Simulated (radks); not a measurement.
Species: Bi XXX. Configuration: [Kr] 4d10 4f8. All-electron calculation, Dirac Kohn-Sham, BLYP, spin-unpolarised, spherical densities, finite nucleus; open shells fill j = l - 1/2 first; Fermi nuclear charge, rms radius 5.5211 fm. Program: a radial shooting solver on a logarithmic mesh with Libxc functionals.

Spin-orbit splittings of the eigenvalues, e(l+1/2) - e(l-1/2), with zeta = 2 splitting/(2l+1) and mean radii in bohr:

shell  occ.  splitting (eV)  zeta (eV)  <r> j=l-1/2  <r> j=l+1/2
2p        6            2321       1547      0.05387      0.06292
3p        6           522.1      348.1       0.1612       0.1775
3d       10           110.8      44.32       0.1540       0.1589
4p        6           139.8      93.23       0.3654       0.3953
4d       10           27.53      11.01       0.3911       0.3999
4f        8               ?          ?       0.3823       0.3862

Estimate the 4f splitting.

Answer. 7.188 eV (zeta = 2.054 eV).
